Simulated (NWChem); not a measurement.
All runs are NWChem calculations. System: GaO, charge 0, spin multiplicity 2, at a geometry optimised with UPBE/def2-SVP. The structure started from a generated list of species. Its SCF solution wasn't tested for a lower state. Level: UMP2/def2-TZVPD, 10 core orbitals frozen.

Output (cleaned and shortened):

```
             Northwest Computational Chemistry Package (NWChem) 7.3.0
             --------------------------------------------------------

                                NWChem Input Module
                                -------------------

 Scaling coordinates for geometry "geometry" by  1.889725989
 (inverse scale =  0.529177249)

 Turning off AUTOSYM since
 SYMMETRY directive was detected!

                             Geometry "geometry" -> ""
                             -------------------------

 Output coordinates in angstroms (scale by  1.889725989 to convert to a.u.)

  No.       Tag          Charge          X              Y              Z
 ---- ---------------- ---------- -------------- -------------- --------------
    1 Ga                  31.0000     0.00000000     0.00000000     0.35116900
    2 O                    8.0000     0.00000000     0.00000000    -1.36078100

 Effective nuclear repulsion energy (a.u.)      76.6587562440

            Nuclear Dipole moment (a.u.)
            ----------------------------
        X                 Y               Z
 ---------------- ---------------- ----------------
     0.0000000000     0.0000000000    -0.0000170075

      Symmetry information
      --------------------

 Group name             C2v
 Group number             16
 Group order               4
 No. of unique centers     2

      Symmetry unique atoms

     1    2


 Summary of "ao basis" -> "" (spherical)
 ------------------------------------------------------------------------------
       Tag                 Description            Shells   Functions and Types
 ---------------- ------------------------------  ------  ---------------------
 *                         def2-tzvpd                 on all atoms

 Summary of "ao basis" -> "ao basis" (spherical)
 ------------------------------------------------------------------------------
       Tag                 Description            Shells   Functions and Types
 ---------------- ------------------------------  ------  ---------------------
 Ga                        def2-tzvpd               18       54   7s5p5d1f
 O                         def2-tzvpd               14       40   6s4p3d1f

                                 NWChem SCF Module
                                 -----------------

  ao basis        = "ao basis"
  functions       =    94
  atoms           =     2
  alpha electrons =    20
  beta  electrons =    19
  charge          =   0.00
  wavefunction    = UHF
  use symmetry    = T
  symmetry adapt  = T

 Summary of "ao basis" -> "ao basis" (spherical)
 ------------------------------------------------------------------------------
       Tag                 Description            Shells   Functions and Types
 ---------------- ------------------------------  ------  ---------------------
 Ga                        def2-tzvpd               18       54   7s5p5d1f
 O                         def2-tzvpd               14       40   6s4p3d1f

      Symmetry analysis of basis
      --------------------------

        a1         42
        a2         10
        b1         21
        b2         21

 Forming initial guess at       0.0s

   Symmetry analysis of molecular orbitals - initial alpha
   -------------------------------------------------------

  Numbering of irreducible representations:

     1 a1          2 a2          3 b1          4 b2

  Orbital symmetries:

     1 a1          2 a1          3 b2          4 b1          5 a1
     6 a1          7 a1          8 b2          9 b1         10 a1
    11 a1         12 a1         13 a2         14 b2         15 b1
    16 a1         17 a1         18 b2         19 b1         20 a1
    21 b1         22 b2         23 a1         24 a1         25 a2
    26 a1         27 a1         28 b1         29 b2         30 b1

   Symmetry analysis of molecular orbitals - initial beta
   ------------------------------------------------------

  Numbering of irreducible representations:

     1 a1          2 a2          3 b1          4 b2

  Orbital symmetries:

     1 a1          2 a1          3 b2          4 b1          5 a1
     6 a1          7 a1          8 b2          9 b1         10 a1
    11 a1         12 a1         13 a2         14 b2         15 b1
[...]
              MO Center=  5.6D-14,  1.3D-14,  9.1D-01, r^2= 5.7D+00
   Bfn.  Coefficient  Atom+Function         Bfn.  Coefficient  Atom+Function
  ----- ------------  ---------------      ----- ------------  ---------------
    20      0.543415  1 Ga px                46     -0.502182  1 Ga d  1
    70      0.432749  2 O  px                17      0.258445  1 Ga px
    67     -0.254198  2 O  px

 center of mass
 --------------
 x =   0.00000000 y =   0.00000000 z =   0.05427470

 moments of inertia (a.u.)
 ------------------
         135.871917749833           0.000000000000           0.000000000000
           0.000000000000         135.871917749833           0.000000000000
           0.000000000000           0.000000000000           0.000000000000

  Mulliken analysis of the total density
  --------------------------------------

    Atom       Charge   Shell Charges
 -----------   ------   -------------------------------------------------------
    1 Ga  31    30.62   2.00  2.00  1.18  0.78  1.01  0.98  0.02  5.98  4.43  1.56  0.42  0.13  8.89  1.14 -0.00  0.06  0.00  0.04
    2 O    8     8.38   0.79  1.18  0.60  0.99  0.31 -0.08  1.76  1.91  0.91  0.00  0.00  0.01  0.00  0.00

  Mulliken analysis of the alpha density
  --------------------------------------

    Atom       Charge   Shell Charges
 -----------   ------   -------------------------------------------------------
    1 Ga  31    15.41   1.00  1.00  0.59  0.39  0.47  0.51  0.01  2.99  2.22  0.78  0.29  0.09  4.45  0.57  0.00  0.03  0.00  0.02
    2 O    8     4.59   0.40  0.59  0.31  0.51  0.14 -0.03  1.08  1.15  0.45 -0.01  0.00  0.00 -0.00  0.00

   Mulliken analysis of the beta density
   -------------------------------------

    Atom       Charge   Shell Charges
 -----------   ------   -------------------------------------------------------
    1 Ga  31    15.21   1.00  1.00  0.59  0.39  0.54  0.46  0.01  2.99  2.21  0.78  0.13  0.04  4.44  0.57 -0.00  0.03  0.00  0.02
    2 O    8     3.79   0.40  0.59  0.29  0.48  0.17 -0.05  0.67  0.76  0.46  0.01  0.00  0.00  0.00  0.00

   Mulliken analysis of the spin density
   -------------------------------------

    Atom       Charge   Shell Charges
 -----------   ------   -------------------------------------------------------
    1 Ga  31     0.19  -0.00 -0.00 -0.00  0.00 -0.07  0.05 -0.00  0.00  0.01 -0.01  0.16  0.05  0.00  0.00  0.00 -0.01 -0.00  0.00
    2 O    8     0.81  -0.00 -0.00  0.02  0.03 -0.03  0.02  0.41  0.40 -0.01 -0.03  0.00 -0.00 -0.00  0.00

       Multipole analysis of the density wrt the origin
       ------------------------------------------------

     L   x y z        total         alpha         beta         nuclear
     -   - - -        -----         -----         ----         -------
     0   0 0 0     -0.000000    -20.000000    -19.000000     39.000000

     1   1 0 0     -0.000000     -0.000000      0.000000      0.000000
     1   0 1 0      0.000000      0.000000      0.000000      0.000000
     1   0 0 1      1.129550      1.248577     -0.119011     -0.000017

     2   2 0 0    -14.776810     -7.504092     -7.272717      0.000000
     2   1 1 0     -0.000000      0.000000     -0.000000      0.000000
     2   1 0 1     -0.000000     -0.000000      0.000000      0.000000
     2   0 2 0    -14.776810     -7.504092     -7.272717      0.000000
     2   0 1 1      0.000000      0.000000     -0.000000      0.000000
     2   0 0 2    -18.789484    -47.573274    -37.769096     66.552887

                   NWChem MP2 Semi-direct Energy/Gradient Module
                   ---------------------------------------------

  Basis functions       =     94
  Molecular orbitals    =     94
  Frozen core           =     10
  Frozen virtuals       =      0
  Active alpha occupied =     10
  Active beta occupied  =      9
  Active alpha virtual  =     74
  Active beta virtual   =     75
  Use MO symmetry       = T
  Use skeleton AO sym   = T

  AO/Fock/Back tols     =   1.0D-09  1.0D-09  1.0D-09

 GA uses MA = F    GA memory limited = T

 Available:
  local mem=  1.26D+08
 global mem=  1.44D+08
 local disk=  0.00D+00
  mp2_memr nvloc                    74
  nvloc new                    74
   1 passes of  10:        4194304                      55010                  11213904.
   1 passes of  10: M    126148424           G      144161528           F     121954120.

 Semi-direct pass number   1 of   1  for UHF alpha       at        1.9s
  vrange nnbf                  4451
  mp2_eaftype                    42  avail_ma_in_mb                  1099
 EAF : mp2_eaftype filesize          42    5606952.
  mp2_eaf for mointskh                     42
Node 0 wrote     26.3 Mb in      0.0 s     Agg I/O rate:  1476.8 Mb/s
 Done moints_semi at        4.6s
  mp2_eaftype                    42  avail_ma_in_mb                  1057
 EAF : mp2_eaftype filesize          42    5606952.
  mp2_eaf for kh                    42
 Done maket at        4.7s
 Done multipass loop at        4.7s

 GA uses MA = F    GA memory limited = T

 Available:
  local mem=  1.26D+08
 global mem=  1.44D+08
 local disk=  0.00D+00
  mp2_memr nvloc                    75
  nvloc new                    75
   1 passes of   9:        4194304                      51761                  10230233.
   1 passes of   9: M    126148424           G      144161528           F     121954120.

 Semi-direct pass number   1 of   1  for UHF beta        at        4.7s
  vrange nnbf                  4451
  mp2_eaftype                    39  avail_ma_in_mb                  1099
 EAF : mp2_eaftype filesize          39    5115116.
  mp2_eaf for mointskh                     39
Node 0 wrote     24.0 Mb in      0.0 s     Agg I/O rate:  1591.2 Mb/s
 Done moints_semi at        7.4s
  mp2_eaftype                    39  avail_ma_in_mb                  1060
 EAF : mp2_eaftype filesize          39    5115116.
  mp2_eaf for kh                    39
 Done maket at        7.4s
 Done multipass loop at        7.4s

          -------------------------------------------
          SCF energy               -1998.101014501021
          Correlation energy          -0.407618505039
          Singlet pairs                0.000000000000
          Triplet pairs                0.000000000000
          Total MP2 energy         -1998.508633006061
          -------------------------------------------

          ---------------------------------------------------
                    Spin Component Scaled (SCS) MP2
          Same spin pairs                     -0.118255752303
          Same spin scaling factor             0.333333333333
          Opposite spin pairs                 -0.289362752736
          Opposite spin scaling fact.          1.200000000000
          SCS-MP2 correlation energy          -0.386653887384
          Total SCS-MP2 energy             -1998.487668388406
          ---------------------------------------------------

 -----------------------
 Performance information
 -----------------------

 Timer overhead =  9.60D-08 seconds/call

               Nr. of calls         CPU time (s)                 Wall time (s)                GFlops
             ---------------    -------------------     ------------------------------   -------------------
Name         Min   Avg   Max    Min     Avg     Max     Min     Avg     Max   Mx/calls   Min     Max     Sum
mp2: moin     2     2     2    5.3     5.3     5.3      5.3     5.3     5.3     2.7      0.0     0.0     0.0
mp2: make     2     2     2   0.16    0.16    0.16     0.16    0.16    0.16    8.01E-2   0.0     0.0     0.0
mp2: tota     1     1     1    5.6     5.6     5.6      5.6     5.6     5.6     5.6      0.0     0.0     0.0

 The average no. of pstat calls per process was 5.00D+00
 with a timing overhead of 4.80D-07s

 Task  times  cpu:        7.4s     wall:        7.4s

 Total times  cpu:        7.4s     wall:        7.4s
```

Write an NWChem input that would produce this output.

This is not unique; one that fits is 
```
start mol
memory heap 200 mb stack 900 mb global 1100 mb
geometry units angstroms nocenter noautoz
  Ga     0.000000     0.000000     0.351169
  O      0.000000     0.000000    -1.360781
  symmetry group C2v
end
basis spherical
  * library def2-tzvpd
end
scf
  uhf
  nopen 1
  maxiter 100
  thresh 1e-7
  semidirect memsize 60000000 filesize 0
  # guess.movecs holds the orbitals of an unrestricted PBE0 run
  vectors input guess.movecs output mol.movecs
end
mp2
  freeze core 10
end
task mp2 energy
```
